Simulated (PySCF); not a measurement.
## Identify the compound

An unknown has the formula C₄F₈. Its calculated NMR data are:

¹³C{¹H} NMR (computed): δ 169.3, 131.4, 128.0, 117.6.

PySCF 2.14 calculation with geometry from GFN2-xTB and shielding tensors at PBE0/pcSseg-1 (GIAO); averaged over atoms made equivalent by symmetry, fast rotation or ring inversion, no solvent, a single conformation, non-relativistic.

Referencing at the same level of theory: ¹³C (186.93 ppm) against TMS.

Task: What is the structure?

Result: 
- The formula gives 1 degree of unsaturation (no ring in the answer).
- 4 carbon signals for 4 carbons: no two carbons are equivalent.
- Carbon types of the structure: 4 × C.
- δC 169.3, 131.4: fully substituted alkene carbon.
- δC 128.0: CF3 carbon; 3 electronegative neighbours deshield it.
- δC 117.6: allylic fully substituted sp3 carbon bonded to 2 F; 2 electronegative neighbours deshield it.

These data were computed for `InChI=1S/C4F8/c5-1(2(6)7)3(8,9)4(10,11)12`.

This is the structure that produced the data.

Splittings by ¹⁹F in the carbon and heteronuclear signals aren't shown, as no couplings were computed. Shifts are as computed. Against solution values, carbons near 30 ppm lie about +3 ppm off and those near 130 ppm about +5 ppm. Of 1211 compounds with measured shifts, 218 miss one by over three times the rms of a fit or turn the order of signals round; such compounds aren't used in these exercises.
